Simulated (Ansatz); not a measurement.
`[SH][InH][SH]` + H–F → `[F][InH][SH]` + H₂S at 298.15 K and 1 bar (ligand exchange at the In–S bond).

Isolated molecules relaxed with PBE0-D4/def2-TZVP in Ansatz; ΔE leaves out vibrations. CBS: MP2 limit from def2 TZ/QZ plus the TZ coupled-cluster correction, frozen cores. This one scheme is used for every species. Elements past krypton have def2 core potentials. For In outer-core shells are correlated without core-valence functions, which leaves a few kJ/mol of doubt a bond. One conformer a species, not always the lowest.

| species | CCSD(T)/CBS energy (Eh) | H − E (kJ/mol) | S (J/(mol·K)) |
| --- | --- | --- | --- |
| `[SH][InH][SH]` | -987.22599 | 83.0 | 338.7 |
| H–F | -100.39570 | 33.5 | 173.6 |
| `[F][InH][SH]` | -688.63795 | 60.8 | 317.4 |
| H₂S | -398.97279 | 49.9 | 205.7 |

H − E and S are ideal-gas, rigid-rotor, harmonic terms from PBE0-D4/def2-TZVP, for one conformer and one mirror image of each species. 1 Eh = 2625.50 kJ/mol, R = 8.31446 J/(mol·K).

Question: By hand: ΔE, ΔH, ΔS and ΔG.

Answer: ΔE = (-688.63795) + (-398.97279) − (-987.22599) − (-100.39570) = 0.01095 Eh = 28.7 kJ/mol. Δ(H − E) = 60.8 + 49.9 − 83.0 − 33.5 = -5.8, so ΔH = 22.9 kJ/mol. ΔS = 317.4 + 205.7 − 338.7 − 173.6 = 10.8 J/(mol·K). ΔG = 22.9 − 298.15 × (10.8)/1000 = 19.7 kJ/mol.

Question: By hand: the equilibrium constant, and the temperature at which ΔG would vanish if ΔH and ΔS stayed fixed.

Answer: log₁₀ K = −ΔG/(RT ln 10) = -3.5. ΔG = 0 at ΔH/ΔS = 2120 K, though so small a ΔS makes that figure unsure.

The number of gas molecules stays the same, so ΔS is small and ΔH decides. A doubt of 5 kJ/mol in ΔE shifts log₁₀ K by 0.9 here. Other conformers and mirror images would add mixing entropy, several J/(mol·K) or more a flexible species. These are equilibria of isolated gas molecules and say nothing of rates. Largest T1 diagnostic: 0.016 (customary marks: 0.02 for closed shells, 0.045 for open ones).
